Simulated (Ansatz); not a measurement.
Name a neutral molecule of Se, Ti and H with size of the dipole moment (ωB97M-V/def2-TZVPP) between 0.60 and 0.90 D and LUMO energy (ωB97M-V/def2-TZVPP) between -1.25 and -0.95 eV (Ansatz, PBE0-D4/def2-TZVP geometry).

`[SeH][Ti]([SeH])([SeH])[SeH]` (0.89 D, -1.05 eV). Other molecules can fit too; these were computed, each in one conformer that needn't be the lowest.
